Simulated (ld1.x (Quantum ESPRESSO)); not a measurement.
# Scattering properties, ultrasoft potential for rubidium

```
Element                 : rubidium
Generator               : ld1.x (Quantum ESPRESSO) 7.5
Type                    : ultrasoft
Functional              : LDA (PZ)
Relativity              : scalar-relativistic
Frozen core             : [Ar] 3d10
Valence charge          : 9
Reference configuration : 4s2 4p6 5s1 5p0
Partial waves           : 4s (bound): rcut 1.95, rcutus 2.40 bohr; 5s (bound): rcut 1.95, rcutus 2.40 bohr; 4p (bound): rcut 2.35, rcutus 2.45 bohr; 5p (bound, empty): rcut 2.35, rcutus 2.45 bohr; 4d channel at 0.45 Ry: rcut 1.85, rcutus 2.60 bohr; 4d channel at 1.6 Ry: rcut 1.85, rcutus 2.60 bohr
Local potential         : all-electron potential smoothed inside 1.90 bohr (lloc = -1)
Core correction         : none
Augmentation charge     : built from norm-conserving waves at rcut, not smoothed further
```

The phase is arctan(r·u′/u) with u = r·R(r), unwrapped; energies in Ry, scanned from -4 to 5 Ry. A pole is an energy at which the radial function vanishes at the test radius. The pseudo phase is shifted by a multiple of π to meet the all-electron one at the reference energy, and phase errors are pseudo minus all-electron; the curves can meet again beyond the range given. Levels narrower than the energy grid can be missing from the lists of poles.

```json
{"channel": "s", "radius (bohr)": "2.84", "reference energy (Ry)": "-0.17", "poles, all-electron": "-2.22, 3.52", "poles, pseudo": "-2.26, -0.70", "unbroken range about the reference energy with phases within 0.05 rad": "not even at the reference energy", "phase error 1 Ry above the reference energy (rad)": "+1.185"}
{"channel": "p", "radius (bohr)": "2.84", "reference energy (Ry)": "-0.06", "poles, all-electron": "-0.88, 4.64", "poles, pseudo": "-1.03, -0.52", "unbroken range about the reference energy with phases within 0.05 rad": "not even at the reference energy", "phase error 1 Ry above the reference energy (rad)": "+0.309"}
{"channel": "d", "radius (bohr)": "2.84", "reference energy (Ry)": "0.45", "poles, all-electron": "1.24", "poles, pseudo": "1.19", "unbroken range about the reference energy with phases within 0.05 rad": "not even at the reference energy", "phase error 1 Ry above the reference energy (rad)": "-0.009"}
```

A Bessel basis up to 400 Ry misses an occupied level by 0.61 Ry, so cutoffs and ghosts were not judged. The potential misses its own reference levels by up to 0.5 eV.

Phases in the p channel:

| E (Ry) | all-electron | pseudo |
| --- | --- | --- |
| -4.00 | 1.376 | 4.513 |
| -3.76 | 1.368 | 4.503 |
| -3.52 | 1.358 | 4.493 |
| -3.28 | 1.347 | 4.480 |
| -3.04 | 1.333 | 4.465 |
| -2.80 | 1.317 | 4.445 |
| -2.56 | 1.295 | 4.418 |
| -2.32 | 1.265 | 4.380 |
| -2.08 | 1.218 | 4.320 |
| -1.84 | 1.135 | 4.204 |
| -1.60 | 0.926 | 3.883 |
| -1.36 | -0.101 | 2.602 |
| -1.12 | -1.323 | 1.730 |
| -0.88 | -1.571 | -0.053 |
| -0.64 | -1.671 | -1.510 |
| -0.40 | -1.733 | -1.611 |
| -0.16 | -1.784 | -1.666 |
| 0.08 | -1.835 | -1.707 |
| 0.32 | -1.891 | -1.742 |
| 0.56 | -1.962 | -1.775 |
| 0.80 | -2.060 | -1.810 |
| 1.04 | -2.213 | -1.849 |
| 1.28 | -2.475 | -1.894 |
| 1.52 | -2.935 | -1.950 |
| 1.76 | -3.534 | -2.023 |
| 2.00 | -3.974 | -2.124 |
| 2.24 | -4.222 | -2.272 |
| 2.48 | -4.366 | -2.500 |
| 2.72 | -4.457 | -2.848 |
| 2.96 | -4.520 | -3.295 |
| 3.20 | -4.566 | -3.703 |
| 3.44 | -4.603 | -3.985 |
| 3.68 | -4.632 | -4.166 |
| 3.92 | -4.656 | -4.285 |
| 4.16 | -4.677 | -4.368 |
| 4.40 | -4.696 | -4.428 |
| 4.64 | -4.713 | -4.473 |
| 4.88 | -4.729 | -4.509 |
